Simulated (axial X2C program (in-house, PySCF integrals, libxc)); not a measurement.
## Potential curves of GaF, 2c

Calculated with an axial X2C code built on PySCF integrals. Two-component (2c) means X2C with spin–orbit coupling and atomic mean-field two-electron Coulomb and Gaunt terms. Basis: Ga dyall-cv3z [9s9p7d4f1g], F dyall-av3z [7s6p3d2f] (cores contracted in-house); Gaussian nuclei, density fitting, unrestricted open shells. Masses: Ga 68.926 u, F 18.998 u.

State: Ω = 0 (closed shell). Energies in cm⁻¹ from the fragments at the same level (Ga + F). Fits are polynomials in 1 − R0/R over 0.85 to 1.23 times the lowest point R0.

| R (Å) | CCSD(T) | CCSD |
| --- | --- | --- |
| 1.6271 | -45344 | -44335 |
| 1.6807 | -47167 | -46106 |
| 1.7344 | -48122 | -47009 |
| 1.7880 | -48421 | -47260 |
| 1.8506 | -48163 | -46947 |
| 1.9132 | -47436 | -46169 |
| 1.9936 | -46038 | -44711 |

Correlated methods: 10 electrons correlated (number of frozen shells: Ga 3 s, 2 p, 1 d; F 1 s), 258 virtual spin orbitals or spinors in MP2, 90 natural virtuals in coupled cluster.

The state is a single determinant with fixed occupations, the lowest that a limited PBE0 search found. The closed shell is kept restricted, so the energy runs too high when the bond is stretched far. De is counted from the lowest determinant-based energies of the atoms at the same level, without counterpoise correction. Coupled cluster ran in a truncated set of natural virtual spinors; the MP2 energy of the rest was added. (T) has no such correction and the atoms are truncated less, which lowers De at CCSD(T) by a hundredth of an eV or more. With the outer-core shells frozen, correlated bond lengths of heavy atoms tend to come out a few hundredths of an ångström too long. Coupled cluster ran on the points near the minimum only. MP2 and coupled cluster on one determinant become unreliable at the stretched end.

Q: Fit the CCSD(T) curve near its minimum: give the equilibrium distance, the harmonic wavenumber and the well depth.

A: At CCSD(T), 2c: Re = 1.792 Å, ωe ≈ 612 cm⁻¹, De = 6.00 eV to Ga + F; Be follows as 0.353 cm⁻¹.

Q: What are Re, ωe and De at the CCSD level?

A: At CCSD, 2c: Re = 1.786 Å, ωe ≈ 619 cm⁻¹, De = 5.86 eV to Ga + F; Be follows as 0.355 cm⁻¹.
